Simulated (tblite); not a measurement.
C5H8BBrN (doublet state).
Atom-mapped SMILES: `[NH:1][B:2]1[CH2:3][CH2:4][CH:5]=[C:6]([Br:7])[CH2:8]1` (hydrogens: H9 on N1; H10, H11 on C3; H12, H13 on C4; H14 on C5; H15, H16 on C8)
Bond orders are those of one Lewis drawing.

Computed with GFN2-xTB (tblite), gas phase: L-BFGS steps from a force-field or distance-geometry start until the largest atomic force falls under 0.01 eV/Å.

Step 22: E = -624.5504 eV
```
atom  x, y, z in Å  |  force x, y, z in eV/Å
N1      1.5062   -1.5832    1.0755    0.169   0.001   0.055
B2      0.7102   -1.0323    0.2102   -0.004  -0.039   0.040
C3     -0.8823   -1.1663    0.0448   -0.136   0.009  -0.008
C4     -1.5767    0.1819    0.2738    0.040   0.100   0.020
C5     -0.6973    1.3856    0.1338    0.035   0.058  -0.122
C6      0.5379    1.3347   -0.3582    0.051   0.048  -0.033
Br7     1.6311    2.9244   -0.2749   -0.037  -0.016  -0.028
C8      1.1874    0.1298   -0.8839   -0.004  -0.027   0.033
H9      2.4274   -1.6231    1.4560   -0.104  -0.069  -0.054
H10    -1.1118   -1.5194   -0.9586    0.074  -0.056  -0.064
H11    -1.2843   -1.8977    0.7402   -0.001  -0.064   0.049
H12    -2.4111    0.2818   -0.4346    0.010   0.055   0.162
H13    -1.9918    0.2159    1.2857   -0.061   0.014  -0.064
H14    -1.0937    2.3313    0.4781   -0.089  -0.086   0.026
H15     0.7739   -0.1760   -1.8439    0.074   0.054  -0.012
H16     2.2674    0.2214   -0.9555   -0.018   0.019  -0.001
```

Step 23: E = -624.5545 eV
```
atom  x, y, z in Å  |  force x, y, z in eV/Å
N1      1.5049   -1.5843    1.0773    0.179  -0.012   0.034
B2      0.7121   -1.0301    0.2109    0.027  -0.043   0.087
C3     -0.8828   -1.1623    0.0480   -0.036  -0.055  -0.026
C4     -1.5753    0.1848    0.2752    0.029   0.043   0.012
C5     -0.7010    1.3901    0.1245    0.059   0.032  -0.101
C6      0.5374    1.3393   -0.3599    0.060   0.043  -0.032
Br7     1.6295    2.9306   -0.2734   -0.048  -0.029  -0.036
C8      1.1894    0.1331   -0.8815   -0.012  -0.021   0.022
H9      2.4258   -1.6521    1.4565   -0.147  -0.042  -0.071
H10    -1.1052   -1.5179   -0.9554    0.051  -0.044  -0.095
H11    -1.2788   -1.9019    0.7389   -0.022  -0.012   0.063
H12    -2.4155    0.2778   -0.4235   -0.034   0.070   0.090
H13    -1.9868    0.2170    1.2864   -0.060   0.045   0.017
H14    -1.1043    2.3344    0.4624   -0.080  -0.057   0.032
H15     0.7729   -0.1727   -1.8405    0.082   0.052  -0.013
H16     2.2700    0.2231   -0.9574   -0.050   0.029   0.017
```

Task: Estimate the geometry and energy of step 24. (The exact step hangs on the optimiser's Hessian estimate; all steps are aligned on step 23, rigid shifts and turns removed.)

Result: E = -624.5583 eV, largest force 0.121 eV/Å
```
atom  x, y, z in Å  |  force x, y, z in eV/Å
N1      1.5073   -1.5909    1.0760    0.090   0.000  -0.015
B2      0.7150   -1.0295    0.2135    0.038  -0.036   0.103
C3     -0.8836   -1.1593    0.0506    0.067  -0.095  -0.034
C4     -1.5734    0.1886    0.2763    0.015  -0.035   0.001
C5     -0.7041    1.3954    0.1134    0.048  -0.004  -0.048
C6      0.5376    1.3449   -0.3629    0.040   0.020  -0.024
Br7     1.6272    2.9360   -0.2721   -0.042  -0.021  -0.045
C8      1.1908    0.1361   -0.8787   -0.014  -0.014   0.015
H9      2.4232   -1.6787    1.4595   -0.100  -0.032  -0.056
H10    -1.0971   -1.5177   -0.9543    0.026  -0.019  -0.085
H11    -1.2749   -1.9049    0.7391   -0.039   0.041   0.054
H12    -2.4212    0.2759   -0.4110   -0.065   0.076   0.014
H13    -1.9826    0.2201    1.2873   -0.032   0.071   0.074
H14    -1.1165    2.3361    0.4487   -0.053  -0.025   0.023
H15     0.7735   -0.1704   -1.8372    0.078   0.043  -0.015
H16     2.2713    0.2271   -0.9596   -0.056   0.028   0.038
```

The energy changes by -0.0038 eV. The first-order estimate −F·Δx gives -0.0053 eV and the mean of the old and new forces, exact on a quadratic surface, -0.0038 eV. The step makes an angle of 72° with the force vector and moves no atom by more than 0.027 Å.

What follows is the cost of the whole relaxation. On one thread, Intel Xeon at 2.50 GHz (x86_64), on a shared host, this took 3.0 s wall, 2.4 s CPU.
